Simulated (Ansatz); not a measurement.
Consider the ligand exchange at a Ge–C bond: `C#[C][GeH2][OH]` + `O[SiH2]O` → `O[SiH2][O][GeH2][OH]` + acetylene.

Gas-phase electronic energies from Ansatz, PBE0-D4/def2-TZVP geometries. CBS: MP2 limit from def2 TZ/QZ plus the TZ coupled-cluster correction, frozen cores. This one scheme is used for every species. For Ge outer-core shells are correlated without core-valence functions, which leaves a few kJ/mol of doubt a bond. Scalar relativity is left out up to krypton. One conformer a species, not always the lowest.

```
               species  CCSD(T)/CBS(def2) energy (Eh)
     `C#[C][GeH2][OH]`                    -2229.74950
            `O[SiH2]O`                     -441.92975
`O[SiH2][O][GeH2][OH]`                    -2594.46708
                 `C#C`                      -77.22717
```

(1) Work out ΔE.

Largest T1 diagnostic among the species: 0.013.

Results:

(1) ΔE = (-2594.46708) + (-77.22717) − (-2229.74950) − (-441.92975) = -0.01500 Eh = -39.4 kJ/mol.

In def2-TZVPP, CCSD(T) changes the Hartree–Fock value by +9.8 kJ/mol (the triples alone add +1.0 kJ/mol) and MP2 by +11.9 kJ/mol. The D4 term adds −3.7 kJ/mol with B3LYP and −2.3 kJ/mol with PBE0; it sums over pairs of atoms, weighted by their polarisabilities, and B3LYP, whose exchange is more repulsive, gets the larger term.

B3LYP here is the variant with VWN-RPA as its local correlation; programs differ in this.
